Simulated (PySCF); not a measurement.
Compound: C7H7 (doublet state).
Numbering: `[CH2:1]=[CH:2][C:3]1[CH:4]=[CH:5][CH:6]=[CH:7]1` (hydrogens: H8, H9 on C1; H10 on C2; H11 on C4; H12 on C5; H13 on C6; H14 on C7)

Structure used (GFN2-xTB), in Å, numbered top down from 1:
```xyz
14
C7H7 angstrom
C      2.3881    0.5703   -0.6276
C      1.4664   -0.4072   -0.5264
C      0.1373   -0.2283   -0.0790
C     -0.4994    0.9922    0.3475
C     -1.7811    0.7030    0.6766
C     -2.0000   -0.7208    0.4711
C     -0.8427   -1.2696    0.0198
H      3.3847    0.3712   -0.9809
H      2.1631    1.5877   -0.3599
H      1.7390   -1.4178   -0.8079
H     -0.0274    1.9549    0.3894
H     -2.5316    1.3857    1.0304
H     -2.9322   -1.2228    0.6548
H     -0.6648   -2.2989   -0.2301
```

The hyperfine couplings belong to this conformer and change with its torsions.

The calculation used PySCF, UKS B3LYP, pcH-1 on C H, non-relativistic, mean-field spin-orbit, GIAO. Isolated species at its GFN2-xTB geometry (one conformer only). The geometry wasn't refined by DFT: couplings that depend on bond lengths, twists or pyramidal angles can differ widely from those at the functional's own minimum. Stability of the SCF solution: not tested. ⟨S²⟩ is 0.777 where a pure state has 0.75.

**Question.** Where do the isotropic ENDOR lines of H8, H9, H13, H12, H10, H14 and H11 fall at 1217.2 mT, to first order?

**Answer.** ν± = |νn ± a/2|, one line for each electron-spin manifold; νn = |g_N| × 7.62259 MHz/T × B.

```csv
nuclei,isotope,g_N,νn (MHz),a_iso (MHz),lower line (MHz),upper line (MHz)
H8,1H,5.5857,51.83,-28.82,37.42,66.23
H9,1H,5.5857,51.83,-27.39,38.13,65.52
H13,1H,5.5857,51.83,-20.53,41.56,62.09
H12,1H,5.5857,51.83,-13.14,45.26,58.39
H10,1H,5.5857,51.83,9.33,47.16,56.49
H14,1H,5.5857,51.83,4.34,49.66,53.99
H11,1H,5.5857,51.83,-0.91,51.37,52.28
```

**Question.** Which pairs are centred on the nuclear Larmor frequency, and which on half the coupling?

**Answer.** Centred on νn, since |a| < 2νn: H8, H9, H13, H12, H10, H14 and H11. No pair has |a| > 2νn.

**Question.** At what field would the lower line of H10 fall to zero frequency?

**Answer.** Where νn = |a|/2, that is B = 4.67 MHz/(5.5857 × 7.62259 MHz/T) = 110 mT, as far as first order holds there.

C4 and C7, with what hangs on them, aren't averaged: C3 is flat or nearly so (angle sum 360°), and its turn about the short C3–C2 bond (1.41 Å) is taken as slow.
